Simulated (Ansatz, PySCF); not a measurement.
Reaction (SMILES): [O]=[Ge]([Cl])[Cl] + 4 [H][H] (H2) -> 2 Cl (HCl) + [GeH4] (GeH4) + O (H2O)
Each molecule is optimised on its own at B3LYP-D3(BJ)/def2-TZVP (Ansatz, an electronic-structure program). Frequencies are from Ansatz or PySCF.
Geometry of the first species:
```xyz
4

Ge    -0.3016    -0.2691    -0.0380
O     -1.5147    -1.3513    -0.1907
Cl    -0.3032     1.7434    -0.7324
Cl     1.5837    -0.6010     0.8936
```

Quantity: energy of full hydrogenation (enthalpy at 298 K, with B3LYP-D3(BJ) rigid-rotor harmonic-oscillator terms), in kcal/mol. Cores are frozen in the correlated levels unless marked. Spin-orbit coupling is left out. The frozen core is the preceding noble-gas configuration, with the filled d and f shells of earlier blocks. No relativistic terms. CBS marks a two-point X^-3 extrapolation of the correlation energy; Hartree-Fock from the larger set.

| level | program | energy of full hydrogenation (kcal/mol) |
|---|---|---|
| revPBE-D4/def2-TZVPD | Ansatz + dftd4 | (withheld) |
| r2SCAN-D4/def2-TZVPD | Ansatz + dftd4 | -14.8 |
| PBE0/def2-TZVP | Ansatz | (withheld) |
| PBE0/def2-TZVPD | Ansatz | -25.8 |
| r2SCAN0-D4/def2-TZVPD | Ansatz + dftd4 | -24.0 |
| CAM-B3LYP/def2-TZVPD | Ansatz | -27.0 |
| CCSD(T)/CBS(def2-TZVPPD,def2-QZVPPD) | Ansatz | (withheld) |

Question: What belongs in the gaps?

Answer: 
- revPBE-D4/def2-TZVPD, energy of full hydrogenation (kcal/mol): -8.7
- PBE0/def2-TZVP, energy of full hydrogenation (kcal/mol): -22.9
- CCSD(T)/CBS(def2-TZVPPD,def2-QZVPPD), energy of full hydrogenation (kcal/mol): -17.2
